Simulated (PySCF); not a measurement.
Electron correlation in Rh³⁺ (rhodium, charge +3)

[Kr] 4d6, high-spin 5D determinant. All numbers are calculated (PySCF 2.14, scalar relativity by spin-free X2C-1e, in x2c-TZVPPall with one added diffuse shell each of s, p, d, f type (9s7p7d3f1g, 95 functions)). Frozen: [Kr]; 6 electrons correlated.

| level | correlation energy (mhartree) |
| --- | --- |
| CCSD | -110.72 |
| (T) | -1.65 |
| CCSD(T) | -112.37 |

Diagnostics: T1 = 0.00067, D1 = 0.0011, largest double amplitude 0.024.

Is a single reference adequate?

Yes, within this model without spin-orbit coupling: T1 lies below 0.03 and no double amplitude reaches 0.07.
